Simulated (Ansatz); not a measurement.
Start from `Cl[SiH2]Br` and change one atom or group to get `[SeH][SiH2]Br`.

Ansatz, PBE0-D4/def2-TZVP geometries, multiplicity 1. Each molecule was computed in one conformer, which needn't be the lowest.

Scalar relativity is left out up to krypton.

| property | `Cl[SiH2]Br` |
| --- | --- |
| zero-point energy (PBE0-D4/def2-TZVP) / kJ/mol | 52.4 |
| HOMO–LUMO gap (ωB97M-V/def2-TZVPP) / eV | 12.48 |
| LUMO energy (B3LYP/def2-TZVPP) / eV | -0.55 |
| LUMO energy (ωB97M-V/def2-TZVPP) / eV | 1.57 |
| HOMO–LUMO gap (PBE/def2-TZVPP) / eV | 6.17 |
| HOMO energy (ωB97M-V/def2-TZVPP) / eV | -10.91 |

Q: Give the same properties after the change, and the shifts. (Estimate.)

A: Computed: 
```csv
property,`[SeH][SiH2]Br`,shift
zero-point energy (PBE0-D4/def2-TZVP) / kJ/mol,69.9,17.5
HOMO–LUMO gap (ωB97M-V/def2-TZVPP) / eV,10.88,-1.60
LUMO energy (B3LYP/def2-TZVPP) / eV,-0.81,-0.26
LUMO energy (ωB97M-V/def2-TZVPP) / eV,1.30,-0.27
HOMO–LUMO gap (PBE/def2-TZVPP) / eV,4.84,-1.33
HOMO energy (ωB97M-V/def2-TZVPP) / eV,-9.58,1.33
```

With PBE0 the HOMO rises by 1.26 eV and the LUMO falls by 0.25 eV, so the gap narrows by about 1.51 eV. PBE moves the HOMO by 1.11 eV and ωB97M-V by 1.33 eV. The zero-point energy changes by 17.5 kJ/mol with +3 modes.

B3LYP here is the variant with VWN-RPA as its local correlation; programs differ in this.

Spin–orbit coupling is left out; it splits and shifts lone-pair levels of the heavy atoms by tenths of an eV.
